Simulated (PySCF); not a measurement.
## Electron correlation in O²⁺ (oxygen, charge +2)

[He] 2s1 2p2 3s1, high-spin 5P determinant (an excited configuration). Computed with PySCF 2.14 in aug-cc-pVTZ-DK (5s4p3d2f, 46 functions), with the spin-free X2C one-electron Hamiltonian (Gaussian nucleus). Frozen: 1s2; 4 electrons correlated.

```csv
level,correlation energy (mhartree)
CCSD,-23.12
(T),-0.13
CCSD(T),-23.25
```

Diagnostics: T1 = 0.0036, D1 = 0.0095, largest double amplitude 0.042.

Is a single reference adequate?

Yes: T1 lies below 0.03 and no double amplitude reaches 0.07.
